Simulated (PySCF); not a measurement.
## Telling isomers of C7H15OP apart by NMR

Theory: geometry: GFN2-xTB, NMR shieldings at PBE0/pcSseg-1/GIAO, in PySCF 2.14 (non-relativistic Hamiltonian, a single conformation, in vacuum, equivalent nuclei averaged).

Scale: 1H, 13C against TMS (reference shieldings calculated alike). Splittings of carbon signals by F and P are missing where no couplings were computed. Where no couplings were computed, multiplicities follow the n + 1 count of equivalent neighbours, and m marks all less simple cases (inequivalent or close neighbours, rings, F or P nearby). Shifts are as computed. Against solution values, carbons near 30 ppm lie about +3 ppm off and those near 130 ppm about +5 ppm. Of 1211 compounds with measured shifts, 218 miss one by over three times the rms of a fit or turn the order of signals round; such compounds aren't used in these exercises.

(1) Tabulate the signals of `C[C@@H]1CCC[P@](C)(=O)C1`, `CC(C)[P@]1(=O)C[C@@H](C)C1`, `CCCP1CCOCC1` and their relative energies.

(2) What is the quickest way to tell C[C@@H]1CCC[P@](C)(=O)C1 from CCCP1CCOCC1?

(3) What is the quickest way to tell C[C@@H]1CCC[P@](C)(=O)C1 from CC(C)[P@]1(=O)C[C@@H](C)C1?

(4) What is the quickest way to tell CC(C)[P@]1(=O)C[C@@H](C)C1 from CCCP1CCOCC1?

Answers

(1) 
| SMILES | carbon types | δC | δH | E rel. (kcal/mol) |
| --- | --- | --- | --- | --- |
| C[C@@H]1CCC[P@](C)(=O)C1 | 1×CH 4×CH2 2×CH3 | 43.9, 39.1, 35.1, 34.8, 27.4, 27.1, 15.9 | 2.04 (m, 1H), 1.87 (m, 1H), 1.81 (m, 1H), 1.63 (m, 1H), 1.58 (m, 1H), 1.36 (m, 1H), 1.29 (m, 3H), 1.11 (m, 1H), 1.06 (m, 1H), 1.03 (m, 3H), 0.79 (m, 1H) | 0.0 |
| CC(C)[P@]1(=O)C[C@@H](C)C1 | 2×CH 2×CH2 3×CH3 | 45.9, 33.7, 26.2, 19.6, 15.4 | 2.53 (m, 2H), 2.02 (m, 2H), 1.56 (m, 1H), 1.31 (m, 1H), 1.27 (d, 3H), 1.24 (m, 6H) | 19.5 |
| CCCP1CCOCC1 | 6×CH2 1×CH3 | 70.4, 41.9, 32.5, 23.1, 19.2 | 3.96 (m, 4H), 1.48 (m, 4H), 1.38 (m, 2H), 1.36 (m, 2H), 1.11 (t, 3H) | 34.4 |

Energies are electronic energies at PBE0/pcSseg-1 on these geometries, without zero-point or thermal terms, each for the one conformer computed, which needn't be the lowest.

(2) Count the carbon signals: 7 against 5. The first has an sp3 CH in a ring at 34.8 ppm, the second an sp3 CH2 bonded to O at 70.4 ppm. Their most deshielded carbons lie at 43.9 and 70.4 ppm. In the proton spectra the most deshielded non-exchanging signals are 2.04 (m, 1H) and 3.96 (m, 4H).

(3) Count the carbon signals: 7 against 5. The first has an sp3 CH2 in a ring at 27.1 ppm, the second an sp3 CH in a ring at 19.6 ppm. Their most deshielded carbons lie at 43.9 and 45.9 ppm. In the proton spectra the most deshielded non-exchanging signals are 2.04 (m, 1H) and 2.53 (m, 2H).

(4) Both give the same number of carbon signals, but DEPT or the intensities differ. The first has an sp3 CH bonded to P at 33.7 ppm, the second an sp3 CH2 bonded to O at 70.4 ppm. Their most deshielded carbons lie at 45.9 and 70.4 ppm. In the proton spectra the most deshielded non-exchanging signals are 2.53 (m, 2H) and 3.96 (m, 4H).
